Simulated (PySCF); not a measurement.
**Molecular orbitals of SbP**

M06 at R = 2.204 Å; Sb cc-pVDZ-PP with ECP28, P cc-pV(D+d)Z; scalar-relativistic core potentials (PySCF 2.14). State: ¹Σ⁺ (singlet), closed shell. Only the outer orbitals are listed, counted within each symmetry, core potentials removing the inner ones.

```tsv
orbital	occ.	ε (eV)	on Sb (%)	main shells (%)
7σ	2	-17.20	41	54 P s, 36 Sb s
8σ	2	-12.49	57	52 Sb s, 36 P s
9σ	2	-7.26	47	48 P p, 41 Sb p
4π	2	-6.91	47	52 P p, 46 Sb p
4π	2	-6.91	47	52 P p, 46 Sb p
5π	0	-2.51	55	53 Sb p, 45 P p
5π	0	-2.51	55	53 Sb p, 45 P p
10σ	0	1.02	74	68 Sb p, 32 P p
```

Question: Which are the highest filled and the lowest empty level, where do they sit, and how wide is the gap?

Answer: Highest filled 4π at -6.91 eV (in %: 52 P p, 46 Sb p); lowest empty 5π at -2.51 eV (in %: 53 Sb p, 45 P p); the gap at M06 is 4.40 eV.

```json
{
 "bond order (Mayer)": "2.95",
 "⟨S²⟩": "0.000",
 "charge on Sb (Mulliken, basis-dependent)": "0.20",
 "charge on Sb (Löwdin, basis-dependent)": "0.20",
 "dipole moment (positive dipole means Sb(−)P(+))": "-1.88 D"
}
```

Spin–orbit coupling is left out.
